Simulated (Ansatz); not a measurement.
`[SH][Ti]([SH])([SH])[Cl]` + H–F → `[F][Ti]([SH])([SH])[SH]` + HCl  (ligand exchange at a Ti–Cl bond)

Gas-phase electronic energies from Ansatz, PBE0-D4/def2-TZVP geometries. CCSD(T)/CBS adds triple-zeta CCSD(T) − MP2 to the extrapolated MP2 energy (def2 sets, frozen cores). This one scheme is used for every species. DFT in def2-TZVPP. B3LYP here is the variant with VWN-RPA as its local correlation; programs differ in this. For Ti outer-core shells are correlated without core-valence functions, which leaves a few kJ/mol of doubt a bond. Scalar relativity is left out up to krypton. One conformer a species, not always the lowest.

```json
{"level": "r2SCAN-D4", "ΔE (kJ/mol)": "-22.0", "difference from CCSD(T)/CBS": "-16.0"}
{"level": "PBE0-D4", "ΔE (kJ/mol)": "-15.3", "difference from CCSD(T)/CBS": "-9.3"}
{"level": "B3LYP-D4", "ΔE (kJ/mol)": "-19.9", "difference from CCSD(T)/CBS": "-13.9"}
{"level": "ωB97X-V", "ΔE (kJ/mol)": "-29.1", "difference from CCSD(T)/CBS": "-23.1"}
{"level": "ωB97M-V", "ΔE (kJ/mol)": "-23.7", "difference from CCSD(T)/CBS": "-17.7"}
{"level": "r2SCAN", "ΔE (kJ/mol)": "-23.3", "difference from CCSD(T)/CBS": "-17.3"}
{"level": "PBE0", "ΔE (kJ/mol)": "-20.1", "difference from CCSD(T)/CBS": "-14.1"}
{"level": "B3LYP", "ΔE (kJ/mol)": "-28.5", "difference from CCSD(T)/CBS": "-22.5"}
{"level": "HF/def2-TZVPP", "ΔE (kJ/mol)": "-30.5", "difference from CCSD(T)/CBS": "-24.5"}
{"level": "SCS-MP2/def2-TZVPP", "ΔE (kJ/mol)": "-5.3", "difference from CCSD(T)/CBS": "0.7"}
{"level": "CCSD/def2-TZVPP", "ΔE (kJ/mol)": "-21.0", "difference from CCSD(T)/CBS": "-15.0"}
{"level": "HF/def2-QZVPP", "ΔE (kJ/mol)": "-31.0", "difference from CCSD(T)/CBS": "-25.0"}
{"level": "SCS-MP2/def2-QZVPP", "ΔE (kJ/mol)": "-1.6", "difference from CCSD(T)/CBS": "4.4"}
{"level": "HF/CBS(def2)", "ΔE (kJ/mol)": "-31.0", "difference from CCSD(T)/CBS": "-25.0"}
{"level": "MP2/CBS(def2)", "ΔE (kJ/mol)": "13.4", "difference from CCSD(T)/CBS": "19.4"}
{"level": "CCSD/CBS(def2)", "ΔE (kJ/mol)": "-13.9", "difference from CCSD(T)/CBS": "-7.9"}
{"level": "CCSD(T)/CBS", "ΔE (kJ/mol)": "-6.0", "difference from CCSD(T)/CBS": "0"}
```

Largest T1 diagnostic among the species: 0.028, so the coupled-cluster value is less sure than usual.

In def2-TZVPP, CCSD(T) changes the Hartree–Fock value by +17.4 kJ/mol (the triples alone add +7.9 kJ/mol) and MP2 by +36.8 kJ/mol. From PBE to PBE0 (25 % exact exchange), in def2-TZVPP and without D4, ΔE moves by +5.1 kJ/mol.
